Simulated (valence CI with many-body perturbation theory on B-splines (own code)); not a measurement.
Missing levels of Hg40+

Calculated by valence CI with perturbative core correlation (CI+MBPT): four valence electrons over a frozen Dirac-Fock core [Kr], a basis of 9 s, 9 p, 10 d, 8 f, 5 g, 3 h, 1 i functions for each j, with the one-electron correlation potential Σ1 (screened to all orders), the two-electron term Σ2, the three-electron term Σ3, Breit, model QED; selected single and double excitations, second order for the rest (own B-spline code, finite nucleus).

The last digits are not significant, and no measured levels were compared; by estimate large intervals hold to a few tenths of a per cent, small ones and those within an open d or f shell to about a per cent. Only levels of the ground parity were solved; by the run's estimate the other parity begins above the list, which can be wrong where configurations are misplaced.

| Level | E (cm⁻¹) |
| --- | --- |
| (4d3/2^4) J=0 | 0 |
| (4d3/2^3 4d5/2) J=1 | 190650 |
| (4d3/2^3 4d5/2) J=4 | 235370 |
| (4d3/2^3 4d5/2) J=2 | 241610 |
| (4d3/2^3 4d5/2) J=3 | ? |
| (4d3/2^2 4d5/2^2) J=0 [a] | 412790 |
| (4d3/2^2 4d5/2^2) J=2 [a] | ? |
| (4d3/2^2 4d5/2^2) J=4 [a] | 424820 |
| (4d3/2^2 4d5/2^2) J=3 [a] | 429120 |
| (4d3/2^2 4d5/2^2) J=5 | 445770 |
| (4d3/2^2 4d5/2^2) J=6 | ? |
| (4d3/2^2 4d5/2^2) J=1 | 458990 |
| (4d3/2^2 4d5/2^2) J=3 [b] | 471800 |
| (4d3/2^2 4d5/2^2) J=4 [b] | ? |
| (4d3/2^2 4d5/2^2) J=2 [b] | ? |
| (4d3/2^2 4d5/2^2) J=2 [c] | 522520 |
| (4d3/2^2 4d5/2^2) J=4 [c] | 538310 |
| (4d3/2^2 4d5/2^2) J=2 [d] | 579290 |
| (4d3/2^2 4d5/2^2) J=0 [b] | ? |
| (4d3/2 4d5/2^3) J=4 [a] | 648830 |

Levels are named by their leading jj configuration (3d3/2^4 stands for four electrons in 3d with j = 3/2), which in mixed levels can hold well under half, so a name can repeat and another be missing. Letters in brackets count levels of one name in rising energy.

(1) The levels stand in rising order. What does the calculation give for the missing energies?

Answers

(1) (4d3/2^3 4d5/2) J=3 253360; (4d3/2^2 4d5/2^2) J=2 [a] 415380; (4d3/2^2 4d5/2^2) J=6 458460; (4d3/2^2 4d5/2^2) J=4 [b] 474940; (4d3/2^2 4d5/2^2) J=2 [b] 479220; (4d3/2^2 4d5/2^2) J=0 [b] 631190.
